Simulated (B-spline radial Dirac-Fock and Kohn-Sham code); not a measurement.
**B: eigenvalues, ΔSCF and the reference**

System: neutral boron, configuration [He] 2s2 2p1.

The density-functional columns are spherical, spin-unpolarised Dirac-Kohn-Sham results without Breit or QED terms: −ε is minus the orbital energy of the initial state and ΔSCF the difference of two total energies, and "half-occupied" is minus the orbital energy with half an electron removed (Slater transition state). The reference in the last column comes from multi-electron Dirac-Fock with separately optimised hole states, Breit and Lamb-shift corrections added in first order. All numbers are from a radial finite-basis atomic code, in eV; a selection of levels is shown.

| level | PBE ΔSCF | PBE0 −ε | LDA −ε | LDA ΔSCF | LDA half-occupied | Dirac-Fock |
| --- | --- | --- | --- | --- | --- | --- |
| K (1s) | 207.1 | 188.6 | 178.7 | 204.9 | 204.6 | 200.8 |
| L1 (2s) | 14.36 | 10.97 | 9.38 | 14.28 | 14.20 | 12.58 |
| L2,3 (2p) | 8.22 | 3.02 | 3.72 | 8.32 | 8.19 | 7.93 |

Question: Order the estimates of the K (1s) level by their distance from the Dirac-Fock value, nearest first.
A. PBE0 −ε
B. LDA half-occupied
C. PBE ΔSCF
D. LDA −ε
E. LDA ΔSCF

Answer: B (3.8 eV), E (4.0 eV), C (6.3 eV), A (12.3 eV), D (22.1 eV).

For the outermost level NIST gives 8.298019 eV (measured); the differences from it are PBE ΔSCF -0.08, PBE0 −ε -5.28, LDA −ε -4.58, LDA ΔSCF +0.02, LDA half-occupied -0.11, Dirac-Fock -0.37 eV. The computed values are configuration averages and the table refers to the lowest terms.
